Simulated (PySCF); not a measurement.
B3LYP has the VWN-RPA correlation part, as in Gaussian. 

Cartesian coordinates (Å):
SMILES: [Br]
```xyz
1

Br     0.0000     0.0000     0.0000
```
Charge 0, spin multiplicity 2.

Question: What highest occupied spin orbital, dipole moment and total energy does PySCF 2.14.0 with B3LYP-D3(BJ)/def2-TZVP give?

Answer: 
The highest occupied spin orbital is -8.51 eV and the dipole moment is 0.00 D. The total energy is -2574.1410 Ha.
